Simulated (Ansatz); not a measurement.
Consider the ligand exchange at the Si–N bond: `CN[SiH](C)O` + `C[Si](O)(O)O` → `C[SiH](O)O[Si](C)(O)O` + CH₃NH₂.

Calculated with Ansatz (gas phase, PBE0-D4/def2-TZVP geometries, no zero-point term in ΔE). CCSD(T)/CBS is the MP2 limit (def2-TZVPP, def2-QZVPP) plus CCSD(T) − MP2 in def2-TZVPP, frozen cores. DFT in def2-TZVPP. B3LYP here is the variant with VWN-RPA as its local correlation; programs differ in this. HSE06 is defined as in plane-wave codes. Each species was taken in one conformer, which may not be the lowest.

`CN[SiH](C)O`:

Z-matrix (Å, degrees):
```
C
N 1 1.445
H 1 1.093 2 109.7
H 1 1.097 2 113.0 3 119.7
H 1 1.095 2 111.8 3 -118.3
Si 2 1.710 1 126.0 3 -15.6
H 2 1.006 1 114.6 3 175.3
O 6 1.653 2 112.0 1 65.8
C 6 1.857 2 114.4 1 -51.5
H 6 1.491 2 103.7 1 -173.8
H 8 0.958 6 115.8 2 50.0
H 9 1.093 6 110.8 2 57.8
H 9 1.092 6 110.8 2 177.3
H 9 1.092 6 110.8 2 -62.2
```

`C[Si](O)(O)O`:

Z-matrix (Å, degrees):
```
C
Si 1 1.847
H 1 1.092 2 110.3
H 1 1.092 2 110.9 3 120.0
H 1 1.093 2 111.2 3 -119.5
O 2 1.639 1 113.1 3 -57.4
O 2 1.647 1 112.4 3 -174.5
O 2 1.637 1 105.6 3 62.1
H 6 0.958 2 116.0 1 -107.2
H 7 0.958 2 117.9 1 -59.1
H 8 0.959 2 116.8 1 -166.6
```

`C[SiH](O)O[Si](C)(O)O`:

Z-matrix (Å, degrees):
```
C
Si 1 1.856
H 1 1.093 2 111.2
H 1 1.094 2 111.1 3 120.6
H 1 1.093 2 110.2 3 -120.3
O 2 1.641 1 112.3 3 -60.4
O 2 1.636 1 108.9 3 178.2
H 2 1.482 1 112.1 3 56.8
H 6 0.958 2 118.0 1 -53.2
Si 7 1.633 2 145.5 1 -64.2
O 10 1.637 7 111.9 2 52.9
C 10 1.845 7 110.2 2 -66.2
O 10 1.641 7 106.9 2 169.8
H 11 0.958 10 116.8 7 81.9
H 12 1.092 10 110.9 7 -55.7
H 12 1.093 10 110.7 7 64.0
H 12 1.092 10 110.7 7 -176.1
H 13 0.958 10 116.6 7 28.6
```

CH₃NH₂:

```xyz
7

C    -0.426    0.376   -0.009
N     0.470   -0.743    0.226
H    -0.057    1.135   -0.715
H    -0.636    0.877    0.939
H    -1.379    0.003   -0.391
H     1.357   -0.420    0.590
H     0.670   -1.228   -0.640
```

```tsv
level	ΔE (kcal/mol)	difference from CCSD(T)/CBS
LDA (SPW92)	-12.0	3.2
revPBE-D4	-13.2	2.0
BLYP-D4	-15.0	0.2
r2SCAN-D4	-15.1	0.1
B97M-V	-15.8	-0.6
PBE0-D4	-14.3	0.9
B3LYP-D4	-15.7	-0.5
r2SCANh-D4	-15.2	0.0
r2SCAN0-D4	-15.4	-0.2
HSE06-D4	-14.3	0.9
BHLYP-D4	-17.0	-1.8
ωB97X-V	-15.0	0.2
ωB97M-V	-14.8	0.4
B2PLYP	-15.1	0.1
PBE-QIDH	-14.6	0.6
PBE	-13.0	2.2
BLYP	-14.4	0.8
r2SCAN	-14.8	0.4
B3LYP	-15.0	0.2
r2SCANh	-14.9	0.3
r2SCAN0	-15.0	0.2
HSE06	-13.8	1.4
BHLYP	-16.0	-0.8
CAM-B3LYP	-15.1	0.1
LC-ωPBE	-13.9	1.3
RPA@PBE/def2-TZVPP	-15.6	-0.4
HF/def2-SVP	-16.9	-1.7
MP2/def2-SVP	-14.7	0.5
CCSD/def2-SVP	-15.3	-0.1
CCSD(T)/def2-SVP	-15.2	0.0
HF/def2-TZVPP	-17.9	-2.7
MP2/def2-TZVPP	-14.8	0.4
CCSD/def2-TZVPP	-15.6	-0.4
CCSD(T)/def2-TZVPP	-15.3	-0.1
HF/def2-QZVPP	-18.2	-3.0
MP2/def2-QZVPP	-14.8	0.4
SCS-MP2/def2-QZVPP	-15.4	-0.2
HF/CBS(def2)	-18.3	-3.1
MP2/CBS(def2)	-14.6	0.6
CCSD/CBS(def2)	-15.5	-0.3
CCSD(T)/CBS	-15.2	0
```

Largest T1 diagnostic among the species: 0.011.

From BLYP to BHLYP (50 % exact exchange), in def2-TZVPP and without D4, ΔE moves by −1.6 kcal/mol. In def2-TZVPP, CCSD(T) changes the Hartree–Fock value by +2.6 kcal/mol (the triples alone add +0.3 kcal/mol) and MP2 by +3.1 kcal/mol. Leaving LDA and LC-ωPBE aside and taking each functional with its dispersion term where it has one, the values spread over 3.8 kcal/mol, from BHLYP-D4 to revPBE-D4. LDA lies +1.0 kcal/mol from PBE without D4.
